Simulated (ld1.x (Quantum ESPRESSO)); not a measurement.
Which change was made? (In, ultrasoft)

- Element: indium
- Generator: ld1.x (Quantum ESPRESSO) 7.5
- Type: ultrasoft
- Functional: LDA (PZ)
- Relativity: non-relativistic
- Frozen core: [Kr]
- Valence charge: 13
- Reference configuration: 4d10 5s1 5p0 (charge +2)
- Partial waves: 5s (bound): rcut 1.95, rcutus 2.40 bohr; 5s channel at 0.9 Ry: rcut 1.95, rcutus 2.40 bohr; 5p (bound, empty): rcut 2.00, rcutus 2.55 bohr; 5p channel at -0.85 Ry: rcut 2.00, rcutus 2.55 bohr; 4d (bound): rcut 0.80, rcutus 1.00 bohr; 4d channel at -0.5 Ry: rcut 0.80, rcutus 1.00 bohr
- Local potential: all-electron potential smoothed inside 2.10 bohr (lloc = -2)
- Core correction: Bessel-smoothed model core inside 0.55 bohr
- Augmentation charge: built from norm-conserving waves at rcut, not smoothed further

Cutoffs, loose and tight: the cutoffs (Ry, on a coarse ladder) from which the occupation-weighted sum of valence levels, in a spherical-Bessel basis at the reference potential, stays within 10 and 1 mRy of its value at 400 Ry. They do not see the model core or the augmentation charge, which bear on the density cutoff. Test errors are all-electron minus pseudo excitation energies from the reference, over the configurations 4d10 5s2 5p1; 4d10 5s2 5p0; 4d10 5s0 5p0; 4d9 5s2 5p1; 4d10 5s2 5p0.5; 4d10 5s1 5p1; 4d9 5s2 5p2 (two spin-polarised tests are not counted in the largest error); variants that change the core or the reference have their own tests.

The base gives: outcome: generated; cutoff, loose: 110 Ry; cutoff, tight: 200 Ry; bound ghosts: none; largest test error (meV): test run stopped at test 1 of 9 (negative rho).

Task: After one change the result is: outcome: generated; cutoff, loose: 140 Ry; cutoff, tight: 260 Ry; bound ghosts: none; largest test error (meV): test run stopped at test 1 of 9 (negative rho). Which change was it?
A. waves 4d (bound): rcut 0.60, rcutus 0.64 bohr; 4d channel at -0.5 Ry: rcut 0.60, rcutus 0.64 bohr
B. waves 4d (bound): rcut 0.80, rcutus 0.90 bohr; 4d channel at -0.5 Ry: rcut 0.80, rcutus 0.90 bohr
C. waves 4d (bound): rcut 0.72, rcutus 0.76 bohr; 4d channel at -0.5 Ry: rcut 0.72, rcutus 0.76 bohr

Result: B. The others give: waves 4d (bound): rcut 0.72, rcutus 0.76 bohr; 4d channel at -0.5 Ry: rcut 0.72, rcutus 0.76 bohr → outcome: generated; cutoff, loose: 180 Ry; cutoff, tight: over 300 Ry; bound ghosts: none; largest test error (meV): test run stopped at test 1 of 9 (negative rho) | waves 4d (bound): rcut 0.60, rcutus 0.64 bohr; 4d channel at -0.5 Ry: rcut 0.60, rcutus 0.64 bohr → outcome: failed: chargeps: negative rho.
